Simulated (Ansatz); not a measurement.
CH₃Cl₃Sn, singlet, at a GFN2-xTB geometry (such geometries of metal compounds can be far from the true shape) (all electrons, no relativity), atoms displaced at random by about 0.05 Å a coordinate. Base run: Ansatz (an electronic-structure program) with PBE0/STO-3G.

Ansatz was given this input:
Ansatz 0.2 input:
```yaml
crystal:
  periodic: [false, false, false]
  atoms:
    - {symbol: C, position_ang: [-2.41873101, -0.36621222, 0.07243313]}
    - {symbol: Sn, position_ang: [-0.05328633, 0.07109966, -0.00279555]}
    - {symbol: Cl, position_ang: [0.78451620, -1.36346214, -1.62264709]}
    - {symbol: Cl, position_ang: [0.37548906, 2.12832133, -0.47897474]}
    - {symbol: Cl, position_ang: [0.85050116, -0.57315173, 1.99030101]}
    - {symbol: H, position_ang: [-2.67879235, -1.45734318, 0.51551768]}
    - {symbol: H, position_ang: [-2.77378152, 0.39858912, 0.77002245]}
    - {symbol: H, position_ang: [-2.79641732, -0.12895117, -0.86885541]}
basis:
  gaussian:
    orbitals: STO-3G
hamiltonian:
  xc: pbe0
relax: {}
```

Each row names what was changed in the base input (with any setting that the change needs).

```tsv
change	ΔE vs base (µEh)	optimiser steps	core-seconds (rough)
base	0.0	11	40
relax = escape_saddle: false	0.0	11	40
relax = max_displacement: 0.5	0.0	16	50
relax = f_tol: 0.05	6.6	4	20
relax = f_tol: 0.1	6.8	4	20
relax = f_tol: 0.0005	-0.3	19	60
relax = f_tol: 0.002	-0.3	18	60
```
